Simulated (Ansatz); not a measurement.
Cost and result for the atomization energy of C$_{2}$H$_{5}$NSSi (`C[SiH](S)C#N`) (10 atoms, 9 bonds).

| atom | x (Å) | y (Å) | z (Å) |
| --- | --- | --- | --- |
| C1 | -0.240 | 1.005 | 1.096 |
| Si2 | -0.255 | -0.109 | -0.384 |
| S3 | 1.125 | 0.646 | -1.813 |
| C4 | 0.270 | -1.809 | 0.145 |
| N5 | 0.593 | -2.866 | 0.473 |
| H6 | -0.578 | 2.006 | 0.820 |
| H7 | -0.905 | 0.613 | 1.869 |
| H8 | 0.767 | 1.078 | 1.513 |
| H9 | -1.602 | -0.292 | -0.972 |
| H10 | 0.825 | -0.273 | -2.747 |

Charge 0, multiplicity 1. The structure was optimised at the PBE0-D4/def2-TZVP level. It is one conformer, not always the lowest. Program: Ansatz. All runs use 4 threads of an Arm Neoverse V1 on a shared host. Times are those of one run each, without the atoms' runs, and a repeat can differ threefold. Electronic energies, without spin–orbit coupling; frozen cores. CCSD(T)/CBS adds CCSD(T) − MP2 in def2-TZVPP to the MP2 limit, and its time is that of the two runs behind it. T1 = 0.012. B3LYP takes the VWN-RPA correlation (the form of Gaussian; ORCA's B3LYP/G).

CCSD(T)/CBS is a level of theory with its own doubt, some kJ/mol a heavy atom from the limit and from the frozen cores, so smaller differences don't rank the functionals.

```
                             level  functions  wall time
   PBE-D4/def2-TZVPP (with forces)        247      2.3 s
                PBE0-D4/def2-TZVPP        247      2.8 s
 B3LYP-D4/def2-TZVPP (with forces)        247      4.3 s
r2SCAN-D4/def2-TZVPP (with forces)        247      4.4 s
                 B2PLYP/def2-TZVPP        247        5 s
                ωB97X-V/def2-TZVPP        247        7 s
  ωB97M-V/def2-TZVPP (with forces)        247       11 s
                    MP2/def2-QZVPP        461       19 s
                CCSD(T)/def2-TZVPP        247       96 s
                 CCSD(T)/CBS(def2)          –      110 s
```

Task: What atomization energy does each give, and how far from CCSD(T)/CBS? (Best estimate.)

Result: Ansatz gave: 
| level | atomization (kcal/mol) | difference from CCSD(T)/CBS | per bond |
| --- | --- | --- | --- |
| PBE-D4/def2-TZVPP (with forces) | 941.6 | 20.7 | 2.3 |
| PBE0-D4/def2-TZVPP | 922.1 | 1.2 | 0.1 |
| B3LYP-D4/def2-TZVPP (with forces) | 921.1 | 0.2 | 0.0 |
| r2SCAN-D4/def2-TZVPP (with forces) | 921.1 | 0.2 | 0.0 |
| B2PLYP/def2-TZVPP | 912.4 | -8.5 | -0.9 |
| ωB97X-V/def2-TZVPP | 925.9 | 5.0 | 0.6 |
| ωB97M-V/def2-TZVPP (with forces) | 926.6 | 5.7 | 0.6 |
| MP2/def2-QZVPP | 928.4 | 7.5 | 0.8 |
| CCSD(T)/def2-TZVPP | 894.4 | -26.5 | -2.9 |
| CCSD(T)/CBS(def2) | 920.9 | 0.0 | 0.0 |

In def2-TZVPP, CCSD(T) changes the Hartree–Fock value by +237.9 kcal/mol (the triples alone add +16.8 kcal/mol) and MP2 by +256.3 kcal/mol; breaking electron pairs costs correlation energy, which Hartree–Fock lacks. The D4 term adds +9.1 kcal/mol with B3LYP and +4.8 kcal/mol with PBE0; it sums over pairs of atoms, weighted by their polarisabilities, and B3LYP, whose exchange is more repulsive, gets the larger term. From PBE to PBE0 (25 % exact exchange), in def2-TZVPP and without D4, the atomization energy moves by −18.7 kcal/mol: exact exchange takes away binding that semilocal exchange gives to molecules.
